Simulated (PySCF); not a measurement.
# Ne (neon, neutral) across methods

[He] 2s1 2p6 3p1, high-spin 3P determinant (an excited configuration). Computed with PySCF 2.14 in aug-cc-pVQZ with one added diffuse shell each of s, p, d, f, g type (7s6p5d4f3g, 105 functions), with the non-relativistic Hamiltonian (point nucleus).

```csv
method,E (hartree),mean ε 2p α (eV),mean ε 2p β (eV),mean ε 3p α (eV),Σ⟨r²⟩ (bohr²),⟨S²⟩
PBE,-127.3267,-27.704,-25.633,-1.764,43.48,2.001
LDA,-126.6999,-27.829,-25.862,-1.696,43.76,2.001
BHandHLYP,-127.3104,-34.290,-30.171,-2.317,44.15,2.003
M06-2X,-127.3159,-33.918,-30.940,-2.261,44.49,2.002
r2SCAN,-127.3190,-28.834,-26.205,-1.736,44.06,2.002
UHF,-126.84241,-40.186,-33.639,-2.925,46.76,2.006
revPBE,-127.3953,-27.677,-25.604,-1.786,43.75,2.001
PBE0,-127.2814,-31.028,-27.968,-2.127,44.27,2.002
r2SCAN0,-127.2808,-31.816,-28.341,-2.059,44.31,2.003
```

The outer electron is Rydberg-like, and this basis confines it to a smaller radius and binds it less than a complete one would.
